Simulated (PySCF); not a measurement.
2-methylidene-1,3-dithiole (C4H4S2), SMILES C1SC(=C)SC=1.

Geometry: TPSSh-D3(BJ)/def2-SVP.

Calculation: TDDFT-LC-ωPBE/def2-SVPD run with PySCF 2.14.0.

Vertical excitations.  State labels are in the subgroup C2v.

```csv
state,symmetry,energy (eV),λ (nm),f,main pairs
S1,B1,4.29,289,0.001,HOMO→LUMO 78 %
S2,B2,4.98,249,0.076,HOMO→LUMO+1 97 %
S3,A1,5.14,241,0.193,HOMO→LUMO+2 98 %
S4,A2,5.46,227,0.000,"HOMO→LUMO+5 36 %, HOMO→LUMO+4 21 %, HOMO−1→LUMO 17 %, HOMO→LUMO+13 10 %"
S5,B1,5.90,210,0.006,HOMO→LUMO+3 84 %
S6,B1,6.51,190,0.000,"HOMO→LUMO+6 44 %, HOMO→LUMO+7 36 %, HOMO→LUMO+15 7 %"
S7,A2,6.68,186,0.000,"HOMO→LUMO+4 31 %, HOMO→LUMO+11 22 %, HOMO→LUMO+5 14 %, HOMO→LUMO+14 9 %"
S8,B1,6.74,184,0.000,"HOMO→LUMO+7 41 %, HOMO→LUMO+6 35 %, HOMO→LUMO 13 %"
S9,A2,6.84,181,0.000,"HOMO→LUMO+11 29 %, HOMO→LUMO+4 23 %, HOMO→LUMO+5 19 %, HOMO−1→LUMO 16 %"
S10,A2,7.23,171,0.000,"HOMO−1→LUMO 28 %, HOMO→LUMO+11 20 %, HOMO→LUMO+5 19 %, HOMO→LUMO+4 15 %"
T1,A1,3.20,388,0,HOMO→LUMO+2 78 %
T2,B2,3.29,377,0,"HOMO→LUMO+1 79 %, HOMO−2→LUMO+1 16 %"
T3,B1,3.96,313,0,HOMO→LUMO 74 %
T4,A2,5.05,246,0,"HOMO→LUMO+5 29 %, HOMO−1→LUMO 22 %, HOMO→LUMO+4 17 %, HOMO→LUMO+13 11 %"
```
Triplets are in the Tamm–Dancoff approximation, which puts them higher than full response would, so one can lie above its singlet here.
